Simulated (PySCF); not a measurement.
Radial density of F⁺ (fluorine, charge +1)

revPBE, [He] 2s1 2p4 3s1, high-spin 5P determinant (an excited configuration). Computed with PySCF 2.14 in aug-cc-pVTZ (5s4p3d2f, 46 functions), with the non-relativistic Hamiltonian (point nucleus).

```
r (bohr)  4πr²ρ (e/bohr)  4πr²(ρα − ρβ)
 0.00324         0.05462         0.0018
 0.00546          0.1491         0.0049
 0.00918          0.3934         0.0129
  0.0154          0.9964         0.0327
  0.0260           2.333         0.0764
  0.0437           4.821         0.1569
  0.0735           8.056         0.2589
   0.124           9.574         0.3221
   0.208           6.914         0.4589
   0.350           4.186         1.4825
   0.588           5.179         3.1815
   0.989           3.952         2.4521
    1.66           1.026         0.6148
    2.80          0.4458         0.4200
    4.71          0.1079         0.1079
    7.92       0.0001860         0.0002
```

The outer electron is Rydberg-like, and this basis confines it to a smaller radius and binds it less than a complete one would.
